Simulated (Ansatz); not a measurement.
Q: Name a neutral molecule of F, O, Si and H with LUMO energy (B3LYP/def2-TZVPP) between -1.40 and -1.10 eV and size of the dipole moment (B3LYP/def2-TZVPP) between 1.45 and 1.75 D (Ansatz, PBE0-D4/def2-TZVP geometry).

A: `O[SiH2][SiH](F)F` (-1.24 eV, 1.50 D). Other molecules can fit too; these were computed, each in one conformer that needn't be the lowest.

B3LYP here is the variant with VWN-RPA as its local correlation; programs differ in this.
